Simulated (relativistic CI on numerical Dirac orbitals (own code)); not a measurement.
**Hyperfine structure of Tl57+, mass number 204**

Computed by Dirac-Coulomb-Breit CI, KLI orbitals optimised for each configuration, a model potential for QED, unscaled Slater integrals (own radial code, finite nucleus).

CI space (outside the closed core [Ne]): 3s²3p⁶3d⁶, 3s²3p⁵3d⁷, 3s²3p⁴3d⁸, 3s3p⁶3d⁷, 3p⁶3d⁸, 3s3p⁵3d⁸, 3s²3p⁶3d⁵4s, 3s²3p⁶3d⁵4p, 3s²3p⁴3d⁷4s, 3s²3p⁶3d⁵4d, 3s²3p⁵3d⁶4s, 3s²3p⁶3d⁵4f, 3s²3p⁶3d⁴4s², 3s3p⁶3d⁶4s, 3p⁶3d⁷4s, 3p⁶3d⁷4p. Levels of other configurations are missing.

Nuclear spin I = 2, μ = 0.09 μN (tables of Stone and Pyykkö). The electronic factors are computed for point nuclear moments, without core polarisation or the Bohr-Weisskopf and QED corrections.

```csv
Level,E (eV),A (MHz)
3s²3p⁶3d⁶ ⁵D3,100.243,1658
3s²3p⁶3d⁶ ³H6,110.028,3472
3s²3p⁶3d⁶ ³G5,110.191,3116
3s²3p⁶3d⁶ ³P1,137.300,1591
```

Levels with J = 0, under 50 % of one LS term, or S terms without an open s electron are left out. Small factors come from cancelling terms and can be off by tens of per cent or more.

At this charge energies of transitions that change n are usually good to better than 1 %, and those within a shell (Δn = 0) to a few per cent.

**Question.** Give the hyperfine levels of 3s²3p⁶3d⁶ ⁵D3 relative to its centre of gravity.

**Answer.** With K = F(F + 1) − I(I + 1) − J(J + 1), E = AK/2: F = 1: -13260, F = 2: -9949, F = 3: -4974, F = 4: 1658, F = 5: 9949 MHz.

LS names give the leading component of a level, which can be under half, so a name can repeat, a term be missing and a line seem to break the LS rules.
